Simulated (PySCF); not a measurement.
Members of one series of related molecules.

All values: CAM-B3LYP/def2-SVPD (PySCF) at PBE0-D3(BJ)/def2-SVP geometries, gas phase, one conformer each. Core orbitals are frozen in the response; Δα² is half the sum of the squared differences of the principal polarisabilities. Atoms past krypton carry effective core potentials. The calculation is non-relativistic apart from the core potentials, for selenium and bromine too.

Question: Rank by mean static polarisability, lowest first.
A. SeF2Me2 (`C[Se](C)(F)F`)
B. SeCl2Me2 (`C[Se](C)(Cl)Cl`)
C. SeBr2Me2 (`C[Se](C)(Br)Br`)
D. SeI2Me2 (`C[Se](C)(I)I`)

Answer: A (8.47 Å³), B (14.38 Å³), C (18.13 Å³), D (25.20 Å³).

Question: Rank by polarisability anisotropy Δα, lowest first.
A. SeI2Me2, `C[Se](C)(I)I`
B. SeBr2Me2, `C[Se](C)(Br)Br`
C. SeF2Me2, `C[Se](C)(F)F`
D. SeCl2Me2, `C[Se](C)(Cl)Cl`

Answer: C (1.48 Å³), D (9.63 Å³), B (15.43 Å³), A (26.79 Å³).

Question: Rank by dipole moment, lowest first.
A. SeF2Me2 (`C[Se](C)(F)F`)
B. SeCl2Me2 (`C[Se](C)(Cl)Cl`)
C. SeI2Me2 (`C[Se](C)(I)I`)

Answer: A (1.91 D), B (2.36 D), C (2.59 D).

All values together:

| SMILES | change | formula | μ (D) | HOMO (eV) | LUMO (eV) | α (Å³) | Δα (Å³) | electrons | α per electron (Å³) | ΔSCF removal energy (eV) |
| --- | --- | --- | --- | --- | --- | --- | --- | --- | --- | --- |
| C[Se](C)(Cl)Cl | parent | C2H6Cl2Se | 2.36 | -9.09 | -1.08 | 14.38 | 9.63 | 86 | 0.167 | – |
| C[Se](C)(I)I | halide: Cl to I | C2H6I2Se | 2.59 | -7.89 | -2.34 | 25.20 | 26.79 | 158 | 0.159 | 8.52 |
| C[Se](C)(Br)Br | halide: Cl to Br | C2H6Br2Se | 2.50 | -8.56 | -1.70 | 18.13 | 15.43 | 122 | 0.149 | – |
| C[Se](C)(F)F | halide: Cl to F | C2H6F2Se | 1.91 | -9.87 | 0.54 | 8.47 | 1.48 | 70 | 0.121 | – |

A dash marks a removal energy that wasn't run or isn't settled.

Q: Give the shifts from the parent, `C[Se](C)(Cl)Cl`.

A: 
```csv
SMILES,change in μ (D),change in HOMO (eV),change in LUMO (eV),change in mean α (Å³)
C[Se](C)(I)I,+0.23,+1.20,-1.26,+10.82
C[Se](C)(Br)Br,+0.14,+0.53,-0.62,+3.75
C[Se](C)(F)F,-0.45,-0.78,+1.62,-5.91
```
